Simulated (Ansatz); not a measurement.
```yaml
crystal:
  periodic: [false, false, false]
  atoms:
    - {symbol: Mo, position_ang: [0.000065, -0.000165, 0.043257]}
    - {symbol: O, position_ang: [0.002617, -0.006586, 1.708779]}
    - {symbol: F, position_ang: [1.789066, 0.013291, -0.440709]}
    - {symbol: F, position_ang: [-0.012263, 1.791418, -0.431094]}
    - {symbol: F, position_ang: [-1.790412, -0.009911, -0.435314]}
    - {symbol: F, position_ang: [0.010918, -1.788038, -0.444929]}
basis:
  gaussian: {orbitals: def2-TZVP}
hamiltonian: {xc: {name: LC-wPBE}}
output: {forces: true}
```

```sh
$ ansatz run in.yaml --threads 4 --pin off --events-out ev --progress --plain --max-ram 3916MiB
```

It prints (some lines left out):

```
Functional definition: LC-wPBE
1083 factors; their error is unknown
311 factors; integrals over basis functions are off by at most 1.8e-5 eV
mean field evaluation 1: about -14756.3771 eV, gradient 1.1e2 eV
mean field evaluation 2: about -14640.8870 eV, gradient 3.0e2 eV
mean field evaluation 4: about -14774.1234 eV, gradient 2.4e1 eV
mean field evaluation 8: about -14775.0104 eV, gradient 1.6e-1 eV
mean field evaluation 16: about -14775.0014 eV, gradient 3.1e-4 eV
mean field -14775.00137792 eV, -542.9712857829 hartree, gradient 4.1e-5 eV, S^2 0.000000; 0 other end points of the search recorded, 0 dependent functions left out
reference -14775.00137793 eV, -542.9712857832 hartree; 29, 29 occupied and 166, 166 virtual orbitals, 1083 factors
Total energy: -14775.00137793 eV, -542.9712857832 hartree
Atom 0 at     0.000065    -0.000165     0.043257 Å, force     0.003051    -0.007676     1.991042 eV/Å
Atom 1 at     0.002617    -0.006586     1.708779 Å, force    -0.004269     0.010740    -2.785956 eV/Å
Atom 2 at     1.789066     0.013291    -0.440709 Å, force    -0.886389    -0.006514     0.200064 eV/Å
Atom 3 at    -0.012263     1.791418    -0.431094 Å, force     0.006047    -0.887460     0.195302 eV/Å
Atom 4 at    -1.790412    -0.009911    -0.435314 Å, force     0.886999     0.004981     0.197391 eV/Å
Atom 5 at     0.010918    -1.788038    -0.444929 Å, force    -0.005438     0.885928     0.202157 eV/Å
Dipole moment:     0.000034    -0.000085     0.022012 e Å
```

It took 2.4 s on 4 threads of Arm Neoverse V2 on a shared host.

In the def2 sets Mo takes a core potential; there is no spin–orbit coupling. LC-ωPBE has ω = 0.4 bohr⁻¹.
